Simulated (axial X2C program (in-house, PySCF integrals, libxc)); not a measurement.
## Bond lengths and stretching modes, held linear, of TaSH

Calculated with an in-house all-electron X2C program for linear molecules (integrals from PySCF): two-component X2C with atomic mean-field Coulomb and Gaunt terms, Gaussian nuclei, basis Ta dyall-v3z, S dyall-av3z, H dyall-v3z with contracted cores. Spin-free rows use the one-electron spin-free X2C Hamiltonian.

Masses Ta 180.948, S 31.972, H 1.008 u. States: 2c Ω = 2 (beyond evenly filled blocks: 2 × ω = 1/2, ω = -3/2, ω = 5/2); spin-free M_S = 2, Λ = 0 (beyond evenly filled blocks: 2 × σα, δ+α, δ-α).

MP2, spin-free: energies above the lowest point

```
r(Ta–S) (Å)  r(S–H) (Å)  E (meV)
     2.2035      1.3357    32.85
     2.2035      1.3700    34.50
     2.2035      1.4042    61.37
     2.2600      1.3357     0.00
     2.2600      1.3700     4.54
     2.2600      1.4042    34.60
     2.2600      1.4385    85.59
     2.3165      1.3357    15.40
     2.3165      1.3700    22.27
     2.3165      1.4042    54.94
     2.3730      1.3700    77.02
     2.3730      1.4385   168.08
```

Question: Fit a quadratic surface with cubic terms in each bond: where is the minimum, and what are the two stretching wavenumbers?

Answer: At MP2, spin-free: bonds 2.267 and 1.347 Å; harmonic stretches 375.2 and 2594.0 cm⁻¹; force constants 2.32, 3.88 and coupling 0.22 mdyn/Å.

The other levels and Hamiltonians give:

```tsv
Hamiltonian	level	r(Ta–S) (Å)	r(S–H) (Å)	lower stretch (cm⁻¹)	upper stretch (cm⁻¹)
2c	PBE0	2.257	1.369	376.5	2388.7
2c	HF	2.361	1.325	323.8	2786.2
2c	TPSSh	2.254	1.378	377.4	2273.2
2c	MP2	2.268	1.346	374.4	2598.0
spin-free	PBE0	2.257	1.370	377.1	2381.1
spin-free	HF	2.361	1.325	324.2	2785.3
spin-free	TPSSh	2.254	1.379	377.9	2264.1
```

Each state is one determinant, the lowest of a limited PBE0 search; the stretches come from a fit to these few points and carry an uncertainty of a few per cent. Other orders of the atoms were not compared. The levels spread by more than a fifth, so the stretches depend strongly on the method. MP2 freezes inner shells (threshold -2 hartree). The molecule was held linear; bending was not examined, so a bent shape may lie lower. Hydrosulfides and their kin are strongly bent in nature, so this linear model does not describe the real molecule. Open-shell Ω = 0 determinants with evenly filled partner blocks cannot be reached by this program, so the Ω shown need not be the lowest component. Note: several unpaired electrons, one determinant need not be a pure state.
